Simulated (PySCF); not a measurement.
BCl₂, charge +1.

```xyz
3

B      0.0000     0.0000     0.0000
Cl     0.0000     0.0000    -1.6135
Cl     0.0000     0.0000     1.6135
```
Charge +1, spin multiplicity 1.

The structure is a stationary point at B3LYP-D3(BJ)/def2-TZVP.

Level of theory: HF/pcSseg-2 (PySCF). Non-relativistic, no solvent.

Task: Give the absolute GIAO shielding of each atom: isotropic value and principal components (ppm). (The exact figures need the calculation; the answer reports its results.)

Result: 
```json
[
 {"atom": "B1", "σ(iso)": "64.3", "σ11": "-14.8", "σ22": "-14.8", "σ33": "222.7", "span": "237.6"},
 {"atom": "Cl2", "σ(iso)": "816.3", "σ11": "649.5", "σ22": "649.5", "σ33": "1149.7", "span": "500.2"},
 {"atom": "Cl3", "σ(iso)": "816.3", "σ11": "649.5", "σ22": "649.5", "σ33": "1149.7", "span": "500.2"}
]
```
